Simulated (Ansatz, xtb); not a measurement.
## A geometry optimisation of BCl2HOSi with r2SCAN-D4/def2-SVP

The starting geometry of this gas-phase singlet was built from a drawn formula by distance geometry and a force field; its bonds are those of `O=[BH-][Si+](Cl)Cl`.

```xyz
6

B     0.3958    0.0010    0.1789
Cl    0.3853    0.7663   -3.2566
Cl   -2.6893    0.3465   -1.3679
O    -0.2114   -0.3102    1.3420
Si   -0.6023    0.3225   -1.4611
H     1.5701   -0.0288    0.1093
```

Problem. Predict what it relaxes into with r2SCAN-D4/def2-SVP.

Solution. It rearranges to `Cl[Si]1(Cl)BO1`. Contacts that close: O4–Si5 (2.90 → 1.77 Å).

The energy falls by 1.94 eV over 20 steps:

```
step  E − E(last) (eV)
   1             1.936
   3             1.126
   5             0.826
   7             0.753
   9             0.715
  12             0.553
  14             0.123
  16             0.007
  18             0.001
  20             0.000
```

Final geometry (Å):

```xyz
6

B     0.6589   -0.3222    0.0622
Cl   -0.1392    1.5733   -2.7848
Cl   -2.5494   -0.2226   -1.3646
O    -0.0658    0.7944    0.2475
Si   -0.5352    0.1689   -1.3418
H     1.4788   -0.8945    0.7261
```

From the same start GFN2-xTB ends elsewhere, in pieces: Cl2Si + BHO.

The end wasn't checked by frequencies. Run with Ansatz 0.2.0, 40 s on 1 thread of Intel(R) Xeon(R) 6975P-C (Granite Rapids) (shared host).
